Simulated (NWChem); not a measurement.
Molecule: C$_{2}$H$_{3}$Br; SMILES C=CBr

Results from NWChem. The geometry was optimised at B3LYP/6-31G* (spherical d). Ions are spin-unrestricted doublets at the neutral geometry; other ion states weren't tried.

What does the run give for PBE0/aug-cc-pVDZ? Quantities: vertical ionisation energy, ΔSCF (eV); −ε(HOMO) (eV).


```
Item                                   Result
-------------------------------------  ------
vertical ionisation energy, ΔSCF (eV)    9.75
−ε(HOMO) (eV)                            7.49
```
